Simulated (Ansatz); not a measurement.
Basis-set series for PSb, SMILES `[P]#[Sb]`. The species carries charge 0 and has multiplicity 1. Sb: def2 effective core potential. The structure was optimised at the PBE0-D4/def2-TZVP level.

| functional | basis | functions | energy (Eh) | HOMO (eV) | LUMO (eV) |
| --- | --- | --- | --- | --- | --- |
| PBE0-D4 | def2-SVP | 44 | -581.36173 | -7.19 | -2.65 |
| PBE0-D4 | def2-QZVPP | 152 | -581.49786 | -7.23 | -2.79 |
| ωB97M-V | def2-SVP | 44 | -581.42410 | -9.02 | -0.70 |
| ωB97M-V | def2-QZVPP | 152 | -581.56020 | -9.10 | -0.95 |

Give the rows for def2-TZVPP. (An estimate is asked.)

Computed: 
| functional | basis | functions | energy (Eh) | HOMO (eV) | LUMO (eV) |
| --- | --- | --- | --- | --- | --- |
| PBE0-D4 | def2-TZVPP | 92 | -581.48558 | -7.21 | -2.75 |
| ωB97M-V | def2-TZVPP | 92 | -581.54827 | -9.07 | -0.89 |
